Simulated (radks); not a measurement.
The nuclear charge of the rhodium ion Rh2+ is varied continuously with 43 electrons held in [Kr] 4d7. Method: scalar-relativistic Kohn-Sham, PBE, spin-polarised, spherical densities, finite nucleus; open shells are filled with parallel spins first (spin-orbit coupling, left out, can overturn this in heavy ions); Fermi nuclear charge, rms radius 4.4945 fm; computed with a radial shooting solver on a logarithmic mesh with Libxc functionals. By the Hellmann-Feynman theorem dE/dZ = E(electron-nucleus)/Z, the electronic potential at the nucleus (averaged over a nucleus of fixed radius). The scalar-relativistic energy here is not variational (the density holds large components alone), so the two differ by a part that grows with Z.

| Z | E (hartree) | E(electron-nucleus)/Z (hartree) | HOMO | e(HOMO) (eV) | <r> HOMO (bohr) |
|---|---|---|---|---|---|
| 44.5 | -4655.81158 | -251.981 | 4d | -17.560 | 1.550 |
| 44.6 | -4681.11411 | -252.752 | 4d | -18.886 | 1.530 |
| 44.7 | -4706.49425 | -253.522 | 4d | -20.241 | 1.511 |
| 44.8 | -4731.95200 | -254.293 | 4d | -21.625 | 1.492 |
| 44.9 | -4757.48735 | -255.064 | 4d | -23.036 | 1.474 |
| 45 | -4783.10031 | -255.834 | 4d | -24.474 | 1.457 |
| 45.1 | -4808.79087 | -256.605 | 4d | -25.939 | 1.440 |
| 45.2 | -4834.55905 | -257.376 | 4d | -27.430 | 1.424 |
| 45.3 | -4860.40485 | -258.146 | 4d | -28.948 | 1.408 |
| 45.4 | -4886.32827 | -258.917 | 4d | -30.491 | 1.393 |
| 45.5 | -4912.32933 | -259.688 | 4d | -32.059 | 1.379 |
| 45.6 | -4938.40804 | -260.459 | 4d | -33.652 | 1.365 |
| 45.7 | -4964.56440 | -261.230 | 4d | -35.270 | 1.351 |
| 45.8 | -4990.79843 | -262.001 | 4d | -36.912 | 1.338 |
| 45.9 | -5017.11015 | -262.772 | 4d | -38.579 | 1.325 |
| 46 | -5043.49956 | -263.543 | 4d | -40.269 | 1.313 |

The central difference of E at Z = 45 is -256.518 hartree, to compare with the third column; the second derivative is -7.76 hartree.
